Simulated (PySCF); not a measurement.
H7AlO3Si2, singlet, at a GFN2-xTB geometry (such geometries of metal compounds can be far from the true shape), atoms displaced at random by about 0.03 Å a coordinate; PySCF with R2SCAN/STO-3G, gradient.

Input for PySCF:
```python
from pyscf import gto, scf, dft

mol = gto.M(
    atom='''
Al   -0.134298    0.251418    0.817012
O    -0.405738    0.673219    2.341502
H    -0.866439    1.265791    2.992936
O     0.774783   -1.100621    0.436174
Si    1.708095   -2.414651    0.098871
H     3.042070   -1.999380    0.222062
H     1.384734   -2.767374   -1.365610
H     1.290518   -3.469196    0.997441
O    -0.828939    1.094617   -0.536326
Si   -1.322442    1.829145   -1.875501
H    -0.342078    2.854272   -2.141834
H    -2.677599    2.272202   -1.619456
H    -1.318594    0.818240   -2.901652
''',
    basis='sto-3g',
    charge=0,
    spin=0,
    verbose=3,
)

mf = dft.RKS(mol)
mf.xc = 'r2scan'
mf.conv_tol = 1e-6
mf.kernel()
g = mf.nuc_grad_method()
grad = g.kernel()
```

It wrote (shortened):

```
converged SCF energy = -1038.45092639998
--------------- RKS gradients ---------------
         x                y                z
0 Al     0.0109208263    -0.0054030058     0.0821705257
1 O    -0.0114903046     0.0133214731    -0.0293427771
2 H     0.0031224630    -0.0038167355     0.0182186020
3 O     0.0155436848    -0.0242001906    -0.0123722911
4 Si     0.0595177849    -0.0246638957     0.0336160581
5 H    -0.0306264927     0.0028577588    -0.0031283217
6 H    -0.0130298315     0.0009514885    -0.0316225936
7 H    -0.0077206177     0.0093596377    -0.0003621056
8 O    -0.0288308137     0.0377816121    -0.0746011569
9 Si    -0.0096672665     0.0201767417    -0.0212088640
10 H     0.0038444561    -0.0124155756     0.0116367460
11 H     0.0043146711    -0.0104378194     0.0093901807
12 H     0.0039209166    -0.0024447535     0.0169184793
----------------------------------------------
```
